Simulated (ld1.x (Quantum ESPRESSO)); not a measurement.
Configuration tests for germanium (Ge) (TM)

```
Element                 : Ge (Z = 32)
Generator               : ld1.x (Quantum ESPRESSO) 7.5
Type                    : norm-conserving Troullier–Martins (Kleinman–Bylander form)
Functional              : PBE
Relativity              : scalar-relativistic
Frozen core             : [Ar] 3d10
Valence charge          : 4
Reference configuration : 4s2 4p1 (charge +1)
Partial waves           : 4s (bound): rc 1.85 bohr; 4d channel at -0.1 Ry: rc 2.25 bohr; 4p (bound): rc 2.30 bohr
Local potential         : the p channel
Core correction         : none
```

Energies are relative to the spin-unpolarised reference configuration 4s2 4p1; without spin polarisation the order of configurations can differ from experiment.

```
valence configuration  charge  ΔE all-electron (eV)  error AE − PS (meV)
              4s2 4p2       0                -7.444                 +2.1
              4s1 4p0      +3                50.230                 +102
              4s1 4p2      +1                 8.716                  +16
              4s1 4p3       0                 0.528                  +22
              4s0 4p4       0                 8.751                  +67
            4s2 4p1.5    +0.5                -4.642                 +0.8
```

Problem. What are ΔE and the potential's error for 4s2 4p0?

Solution. ΔE = 15.439 eV all-electron; the error (AE − PS) is +2.5 meV.

Levels in the configuration 4s2 4p0:

| level | all-electron (eV) | pseudo (eV) |
| --- | --- | --- |
| 4s | -29.249 | -29.250 |
